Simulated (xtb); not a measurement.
B(CCH)(F)2 (C2HBF2), SMILES C#CB(F)F. All values are semi-empirical tight-binding results from xtb (GFN2-xTB unless named), good for trends rather than for accurate numbers. The structure is a stationary point at GFN2-xTB.

The point group as xtb finds it is C2v, the orbital gap is 4.90 eV and the dipole moment is 2.37 D. The zero-point energy comes out as 17.1 kcal/mol. The G − E(el) at 298.15 K (modified RRHO) comes out as -0.2 kcal/mol, the static polarisability (D4 model) is 37.3 bohr³ and the solvation energy, GFN2-xTB/ALPB(water) comes out as -2.1 kcal/mol. The solvation energy, GFN2-xTB/ALPB(acetone) is -3.9 kcal/mol.

Computed IR lines (harmonic; lines under 4 % of the strongest left out, lines within 3 cm⁻¹ merged):
ν (cm⁻¹): 535 (w), 707 (w), 1283 (vs), 2218 (w) (against the strongest line: vs over 80 %, s over 45 %, m over 15 %, w over 4 %, vw less)
